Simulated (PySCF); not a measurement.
Isomers of CH6OSi2. Isolated molecules, 0 K electronic values unless said otherwise. One relaxed conformer stands for each flexible species; it need not be the lowest. Strings in code marks are SMILES.

Calculation: PBE-D3(BJ)/def2-TZVP // B3LYP-D3(BJ)/def2-TZVP in PySCF. Excitations are Tamm–Dancoff values on a coarser integration grid. The basis has no diffuse functions, so Rydberg states are missing or too high.

```tsv
species	S1 excitation (TDA) (eV)	HOMO–LUMO gap (eV)	T1 excitation (TDA) (eV)	S1 oscillator strength
`[SiH](CO)=[SiH2]` (H–O–C–Si torsion -173°, O–C–Si–Si torsion -106°)	4.02	2.51	1.73	0.049
`OC1[SiH2][SiH2]1` (H–O–C–Si torsion 63°)	4.60	4.32	3.88	0.012
`C/[SiH]=[SiH]/O` (Si–Si–O–H torsion 129°)	3.54	2.33	1.56	0.001
`[SiH2](C)[SiH]=O` (C–Si–Si–O torsion 0°)	3.30	3.10	2.81	0.002
`[Si]([SiH3])(O)=C` (Si–Si–O–H torsion 180°)	4.22	3.45	2.78	0.002
`C1O[Si@@H]1[SiH3]`	4.82	4.56	4.12	0.004
`[SiH3][C@@H]1O[SiH2]1`	5.07	4.90	4.50	0.017
`O/[SiH]=C/[SiH3]` (H–O–Si–C torsion 180°)	4.54	3.86	3.18	0.016
```
